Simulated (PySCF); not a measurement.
Job for PySCF: R-B3LYP/LANL2DZ on CH5OSb (SMILES C[O][SbH2]), a point of a torsion scan.

```python
from pyscf import gto, scf, dft, mp
from pyscf.data.elements import chemcore

mol = gto.M(
    atom='''
    C     1.06679444    0.09910148    0.06533492
    O     0.29653223   -0.65275985   -0.82436757
    Sb   -1.67408872   -0.63008705   -0.66902825
    H     0.86758077    1.17079681   -0.03182790
    H     0.88887474   -0.19377921    1.10432814
    H     2.11242977   -0.09033425   -0.18225287
    H    -1.79703599    1.06576891   -0.91279522
    H    -1.65309686   -0.29963076    1.01260527
    ''',
    basis='lanl2dz',
    ecp={'Sb': 'lanl2dz'},
    charge=0, spin=0, verbose=3, max_memory=1800)
mf = dft.RKS(mol, xc='b3lyp')
mf.conv_tol = 1e-8
mf.max_cycle = 100
mf.kernel()
if not mf.converged:
    mf = mf.newton().run(mf.mo_coeff, mf.mo_occ)
```

Program output:

```
converged SCF energy = -121.696519867739
```

The run converged.

Cost: roughly 5 core-seconds.
